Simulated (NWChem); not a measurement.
## How basis sets differ on CH6Ge (methyl germane)

CH6Ge has 8 atoms, charge 0, and is taken as a singlet. SMILES: `[CH3][GeH3]`. Geometry: relaxed at PBE0-D4/def2-TZVP.

Each level gives the electronic atomisation energy (eV). The values are calculated. Electronic energies at fixed atoms, without zero-point motion or spin-orbit coupling.

```tsv
level	kind	program	value (eV)	CPU time (all runs)
M06-2X/def2-SVP	hybrid meta-GGA	NWChem	25.50	12 s
M06-2X/def2-SVPD	hybrid meta-GGA	NWChem	25.54	27 s
M06-2X/def2-TZVP	hybrid meta-GGA	NWChem	25.54	27 s
M06-2X/def2-TZVPP	hybrid meta-GGA	NWChem	25.60	44 s
```

All-electron rows without a relativistic Hamiltonian named are non-relativistic. The values span 25.50 to 25.60 eV. Times are those of the runs behind each value, whatever else they computed, on shared processors of several kinds: orders of magnitude only.
